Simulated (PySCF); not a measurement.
Gas-phase reaction: SnHF₃ + 3 H₂ ⇌ SnH₄ + 3 HF

Energies from PySCF, thermal terms from the rigid-rotor harmonic-oscillator model, ideal gas at 1 bar. † marks an energy on the PBE0/def2-TZVP geometry and frequencies; other levels use their own. MP2 and CCSD(T) freeze the core. All species are closed-shell singlets. B3LYP is the form with VWN-RPA correlation. Sn: scalar-relativistic def2 core potential, no spin-orbit coupling. SnHF₃: computed as isolated molecules; such fragments, hydroxides, amides, oligomers or adducts are transient or little studied in the gas. MP2 isn't extrapolated to the basis-set limit. CCSD(T) isn't extrapolated to the basis-set limit.

```tsv
level	ΔH°(298 K), kJ
B3LYP/def2-TZVP†	(withheld)
CCSD(T)/def2-SVP†	112
M06-2X/def2-TZVP†	(withheld)
MP2/def2-SVP†	(withheld)
MP2/def2-TZVPP†	120
PBE/def2-SVP	151
PBE0/def2-TZVP	122
ωB97M-V/def2-TZVP†	(withheld)
```

Q: Fill in the missing entries.

A: 
- B3LYP/def2-TZVP†, ΔH°(298 K), kJ: 152
- M06-2X/def2-TZVP†, ΔH°(298 K), kJ: 193
- MP2/def2-SVP†, ΔH°(298 K), kJ: 136
- ωB97M-V/def2-TZVP†, ΔH°(298 K), kJ: 144
